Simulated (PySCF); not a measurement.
fluoro(fluorosilylsulfanyl)silane (F2H4SSi2), SMILES [SiH2](F)S[SiH2]F. Geometry: PBE-D3(BJ)/def2-SVP. Other conformers were not sampled.

Task: Give the equilibrium geometry at PBE-D3(BJ)/def2-SVP (PySCF confirms it by a frequency run) as a Z-matrix, and its point group. (Estimate from the structure and the level; the computed values follow.)

Result: Several could match; the one computed here: point group C2.
```
S
Si 1 2.1518
F 2 1.6373 1 110.79
H 2 1.4948 3 108.40 1 116.60
H 2 1.4975 4 113.41 3 -118.98
Si 1 2.1518 2 97.28 4 159.44
F 6 1.6373 1 110.79 2 -82.84
H 6 1.4948 7 108.40 1 116.60
H 6 1.4975 8 113.41 7 -118.98
```
Charge 0, spin multiplicity 1.
